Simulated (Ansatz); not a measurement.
Geometry optimisation of `OB(O)CCCCc1ccc(/N=N/c2ccccc2)cc1`.

```yaml
crystal:
  periodic: [false, false, false]
  atoms:
    - {symbol: O, position_ang: [-7.631430, -0.927360, 0.436330]}
    - {symbol: B, position_ang: [-6.938720, -0.268920, -0.524400]}
    - {symbol: O, position_ang: [-7.518650, 0.567910, -1.418460]}
    - {symbol: C, position_ang: [-5.355450, -0.467340, -0.601310]}
    - {symbol: C, position_ang: [-4.652820, 0.054240, 0.658040]}
    - {symbol: C, position_ang: [-3.134770, -0.119010, 0.621100]}
    - {symbol: C, position_ang: [-2.449370, 0.821110, -0.381400]}
    - {symbol: C, position_ang: [-0.961080, 0.730520, -0.232870]}
    - {symbol: C, position_ang: [-0.233240, -0.232330, -0.930000]}
    - {symbol: C, position_ang: [1.125680, -0.359460, -0.752590]}
    - {symbol: C, position_ang: [1.798020, 0.480770, 0.145720]}
    - {symbol: N, position_ang: [3.145410, 0.408290, 0.427340]}
    - {symbol: N, position_ang: [3.842000, -0.353800, -0.315200]}
    - {symbol: C, position_ang: [5.193220, -0.423380, -0.034820]}
    - {symbol: C, position_ang: [5.863690, 0.419440, 0.861370]}
    - {symbol: C, position_ang: [7.226690, 0.299130, 1.030030]}
    - {symbol: C, position_ang: [7.939710, -0.656610, 0.319200]}
    - {symbol: C, position_ang: [7.281780, -1.498390, -0.565070]}
    - {symbol: C, position_ang: [5.918700, -1.383570, -0.746950]}
    - {symbol: C, position_ang: [1.069760, 1.445200, 0.849640]}
    - {symbol: C, position_ang: [-0.288500, 1.566230, 0.654920]}
    - {symbol: H, position_ang: [-8.577650, -0.779330, 0.473950]}
    - {symbol: H, position_ang: [-8.467170, 0.696280, -1.361000]}
    - {symbol: H, position_ang: [-4.964790, 0.048340, -1.476990]}
    - {symbol: H, position_ang: [-5.115580, -1.526210, -0.711370]}
    - {symbol: H, position_ang: [-4.889550, 1.112270, 0.790440]}
    - {symbol: H, position_ang: [-5.049880, -0.485120, 1.519700]}
    - {symbol: H, position_ang: [-2.889600, -1.153260, 0.371580]}
    - {symbol: H, position_ang: [-2.729270, 0.085350, 1.615230]}
    - {symbol: H, position_ang: [-2.782380, 1.843210, -0.188730]}
    - {symbol: H, position_ang: [-2.742650, 0.548530, -1.395710]}
    - {symbol: H, position_ang: [-0.749220, -0.887980, -1.617840]}
    - {symbol: H, position_ang: [1.695020, -1.108820, -1.281230]}
    - {symbol: H, position_ang: [5.291130, 1.159910, 1.399300]}
    - {symbol: H, position_ang: [7.745440, 0.953510, 1.716120]}
    - {symbol: H, position_ang: [9.008430, -0.743230, 0.453670]}
    - {symbol: H, position_ang: [7.839390, -2.240510, -1.117780]}
    - {symbol: H, position_ang: [5.388420, -2.029530, -1.429870]}
    - {symbol: H, position_ang: [1.593820, 2.088510, 1.539240]}
    - {symbol: H, position_ang: [-0.844520, 2.315430, 1.200660]}
basis:
  gaussian: {orbitals: def2-SVP}
hamiltonian: {xc: pbe, dispersion: d4}
scf: {lower_state_search: "off"}
output: {orbitals: {seedname: orbitals}}
relax: {f_tol: 0.03, max_steps: 70}
```

```sh
$ ansatz run in.yaml --threads 2 --pin off --events-out ev --progress --plain --max-ram 22528MiB --backend cuda --devices 0, --max-vram 18GiB
```

It prints (some lines left out):

```
Functional definition: PBE
mean field -24605.42901438 eV, -904.2328381195 hartree, gradient 4.5e-6 eV, S^2 0.000000; 0 other end points of the search recorded, 0 dependent functions left out
relax step   1: F+E_penalty+E_count = -24606.67474311 eV  Δ(F+E_penalty+E_count) = +0.000e0 eV  max|allowed force component| = 1.323e0 eV/Å  Δτ_max = 0.0000 Å  (27 SCF iters, accepted)
mean field -24605.73041000 eV, -904.2439142044 hartree, gradient 2.8e-6 eV, S^2 0.000000; 0 other end points of the search recorded, 0 dependent functions left out
relax step   2: F+E_penalty+E_count = -24606.96355926 eV  Δ(F+E_penalty+E_count) = -2.888e-1 eV  max|allowed force component| = 6.151e-1 eV/Å  Δτ_max = 0.0750 Å  (23 SCF iters, accepted)
mean field -24605.77237040 eV, -904.2454562205 hartree, gradient 2.8e-6 eV, S^2 0.000000; 0 other end points of the search recorded, 0 dependent functions left out
relax step   3: F+E_penalty+E_count = -24607.00041008 eV  Δ(F+E_penalty+E_count) = -3.685e-2 eV  max|allowed force component| = 2.228e-1 eV/Å  Δτ_max = 0.0671 Å  (21 SCF iters, accepted)
mean field -24605.77213652 eV, -904.2454476257 hartree, gradient 2.1e-6 eV, S^2 0.000000; 0 other end points of the search recorded, 0 dependent functions left out
relax step   4: F+E_penalty+E_count = -24607.00018912 eV  Δ(F+E_penalty+E_count) = +2.210e-4 eV  max|allowed force component| = 1.531e-1 eV/Å  Δτ_max = 0.0680 Å  (22 SCF iters, rejected (line search))
mean field -24605.78070272 eV, -904.2457624277 hartree, gradient 1.9e-6 eV, S^2 0.000000; 0 other end points of the search recorded, 0 dependent functions left out
relax step   5: F+E_penalty+E_count = -24607.00872868 eV  Δ(F+E_penalty+E_count) = -8.319e-3 eV  max|allowed force component| = 9.249e-2 eV/Å  Δτ_max = 0.0340 Å  (22 SCF iters, accepted)
mean field -24605.78198115 eV, -904.2458094092 hartree, gradient 1.6e-6 eV, S^2 0.000000; 0 other end points of the search recorded, 0 dependent functions left out
relax step   6: F+E_penalty+E_count = -24607.01070023 eV  Δ(F+E_penalty+E_count) = -1.972e-3 eV  max|allowed force component| = 5.641e-2 eV/Å  Δτ_max = 0.0437 Å  (22 SCF iters, accepted)
mean field -24605.78412972 eV, -904.2458883679 hartree, gradient 1.6e-6 eV, S^2 0.000000; 0 other end points of the search recorded, 0 dependent functions left out
relax step   7: F+E_penalty+E_count = -24607.01228625 eV  Δ(F+E_penalty+E_count) = -1.586e-3 eV  max|allowed force component| = 2.858e-2 eV/Å  Δτ_max = 0.0295 Å  (23 SCF iters, accepted)
Total energy: -24607.01235606 eV, -904.2910248533 hartree
Atom 0 at    -7.646118    -1.023598     0.385617 Å, force    -0.010581     0.004535    -0.004592 eV/Å
Atom 1 at    -6.990137    -0.286502    -0.576578 Å, force     0.024956     0.013302    -0.013888 eV/Å
Atom 2 at    -7.629030     0.548724    -1.467446 Å, force    -0.003737    -0.014668     0.016254 eV/Å
Atom 3 at    -5.412725    -0.392742    -0.636931 Å, force    -0.001916    -0.000382     0.002795 eV/Å
Atom 4 at    -4.737120     0.077413     0.665769 Å, force    -0.005110     0.006814    -0.013441 eV/Å
Atom 5 at    -3.209960    -0.065245     0.693050 Å, force     0.011258    -0.009288     0.009649 eV/Å
Atom 6 at    -2.471906     0.819591    -0.331572 Å, force    -0.007121     0.005221    -0.001853 eV/Å
Atom 7 at    -0.972558     0.731842    -0.199372 Å, force    -0.005498    -0.011543     0.008922 eV/Å
Atom 8 at    -0.235121    -0.246007    -0.909505 Å, force    -0.002262     0.002393    -0.007793 eV/Å
Atom 9 at     1.144879    -0.369558    -0.754127 Å, force     0.011053     0.002984     0.002390 eV/Å
Atom 10 at     1.832368     0.493774     0.131733 Å, force     0.026596    -0.002067    -0.001686 eV/Å
Atom 11 at     3.222402     0.460673     0.365356 Å, force    -0.010111    -0.021787    -0.016580 eV/Å
Atom 12 at     3.859879    -0.419646    -0.288144 Å, force     0.011697     0.020472     0.020501 eV/Å
Atom 13 at     5.251986    -0.448991    -0.043023 Å, force    -0.028580    -0.001713     0.002836 eV/Å
Atom 14 at     5.921751     0.413779     0.856762 Å, force    -0.011238    -0.000030    -0.006245 eV/Å
Atom 15 at     7.302902     0.298585     1.026863 Å, force     0.003242     0.002780     0.000479 eV/Å
Atom 16 at     8.031208    -0.670464     0.308305 Å, force     0.002324    -0.000133     0.002622 eV/Å
Atom 17 at     7.369149    -1.528005    -0.585133 Å, force    -0.003835    -0.003218    -0.001050 eV/Å
Atom 18 at     5.983695    -1.418730    -0.760293 Å, force     0.004314    -0.000454    -0.005443 eV/Å
Atom 19 at     1.108282     1.471117     0.846318 Å, force    -0.003810     0.003393     0.001992 eV/Å
Atom 20 at    -0.275223     1.584521     0.681591 Å, force     0.005561     0.008091     0.000181 eV/Å
Atom 21 at    -8.612907    -0.909006     0.392908 Å, force    -0.000918    -0.008308     0.006821 eV/Å
Atom 22 at    -8.597652     0.577829    -1.366667 Å, force     0.000649     0.001138    -0.007373 eV/Å
Atom 23 at    -5.039719     0.184150    -1.508658 Å, force    -0.004548    -0.003490     0.007007 eV/Å
Atom 24 at    -5.139372    -1.457566    -0.818093 Å, force     0.001705     0.005548    -0.007513 eV/Å
Atom 25 at    -4.998010     1.143635     0.855608 Å, force    -0.008057     0.003707     0.001297 eV/Å
Atom 26 at    -5.163768    -0.491928     1.518790 Å, force     0.002156    -0.002991     0.000340 eV/Å
Atom 27 at    -2.927886    -1.128284     0.522481 Å, force     0.000081    -0.002267     0.002389 eV/Å
Atom 28 at    -2.834734     0.187264     1.708680 Å, force    -0.000658     0.001434     0.001493 eV/Å
Atom 29 at    -2.797117     1.873348    -0.191716 Å, force     0.000572     0.003793    -0.003097 eV/Å
Atom 30 at    -2.771312     0.528643    -1.360082 Å, force    -0.002647     0.000760    -0.001044 eV/Å
Atom 31 at    -0.768398    -0.916143    -1.603522 Å, force    -0.002606    -0.002409     0.001565 eV/Å
Atom 32 at     1.732129    -1.119124    -1.303256 Å, force    -0.010299    -0.006234    -0.003216 eV/Å
Atom 33 at     5.320449     1.156734     1.399582 Å, force     0.013349     0.004698     0.006348 eV/Å
Atom 34 at     7.827213     0.968428     1.726208 Å, force     0.000512     0.000733     0.002183 eV/Å
Atom 35 at     9.119649    -0.755219     0.448956 Å, force     0.002654     0.000778    -0.001913 eV/Å
Atom 36 at     7.937109    -2.285228    -1.146628 Å, force     0.000343    -0.001965    -0.000693 eV/Å
Atom 37 at     5.429429    -2.072668    -1.449681 Å, force     0.001498    -0.002979    -0.003885 eV/Å
Atom 38 at     1.668442     2.131884     1.524386 Å, force     0.000007     0.001409     0.003387 eV/Å
Atom 39 at    -0.832128     2.352737     1.241452 Å, force    -0.000994     0.001943    -0.000144 eV/Å
Dipole moment:    -0.824715     0.026947     0.043081 e Å
Checks for a lower state left out: stability, starts, cluster_reference, orbital_swaps, neighbouring_geometries, increment
```

Hardware: 2 threads of AMD EPYC 7R13 on a shared host and a share (18 GiB) of an NVIDIA H100 80GB HBM3. Wall time 32 s, peak host memory 1.1 GiB.
